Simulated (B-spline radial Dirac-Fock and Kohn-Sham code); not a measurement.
## Dipole and non-dipole photoemission parameters of Ge 2p1/2

System: atomic germanium, [Ar] 3d10 4s2 4p2; threshold 1248.1 eV (tabulated edge). These are calculated numbers from a radial finite-basis atomic code; the model is Dirac-Hartree-Slater photoionisation with a Latter tail; cross sections with all multipoles, angular parameters from the dipole term and its interference with E2.

For linearly polarised light dσ/dΩ = σ/(4π) [1 + β P₂(cos θ) + (δ + γ cos²θ) sin θ cos φ], with θ from the polarisation vector and φ the angle between the beam and the projection of the electron momentum on the plane normal to the polarisation.

```tsv
hν (eV)	σ (kb)	β	γ	δ
1486.9	168	1.235	-0.123	0.009
2000	78.3	1.434	0.146	0.023
2984.4	?	?	?	?
3170	21.8	1.406	0.594	0.043
3350	18.6	1.393	0.646	0.046
4620	7.15	1.293	0.933	0.069
8047.8	1.26	1.061	1.369	0.133
10100	0.599	0.955	1.521	0.171
10200	0.580	0.950	1.528	0.172
11800	0.358	0.882	1.620	0.201
```

Q: Give the values at Ag Lα (2984.4 eV).

A: σ = 25.9 kb, β = 1.419, γ = 0.537, δ = 0.040.
